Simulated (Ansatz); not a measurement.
System: sum formula ZrOF₂, charge 1, multiplicity 2. The spin state was set by rule; other spins were not relaxed. 
Coordinates optimised at B3LYP-D3(BJ)/def2-TZVP (Ansatz, a quantum-chemistry and plane-wave program):
```xyz
4

Zr     0.0745    -0.0724    -0.2028
O     -1.4923    -1.0960     0.2880
F     -0.4155     1.7043    -0.3894
F      1.4110    -0.4085     1.0349
```
Charge +1, spin multiplicity 2.

Parts of the frozen-core correlation energy in def2-TZVPPD (Ansatz, hartree). Frozen orbitals: 7; correlated occupied orbitals by spin: 12 and 11; virtual: 157 and 158. Open shells are spin-unrestricted. No spin-orbit coupling. Past Kr the def2 sets carry scalar-relativistic core potentials.

```
term                            value
-------------------------  ----------
reference (HF)             -320.27049
MP2 opposite-spin                 [?]
MP2 same-spin                -0.21349
CCSD correlation                  [?]
(T)                               [?]
T1 diagnostic                   0.022
largest doubles amplitude       0.030
<S^2> of the reference          0.763
```

Task: Some entries are withheld; supply them.

Result: 
- MP2 opposite-spin, value: -0.58696
- CCSD correlation, value: -0.79600
- (T), value: -0.03165
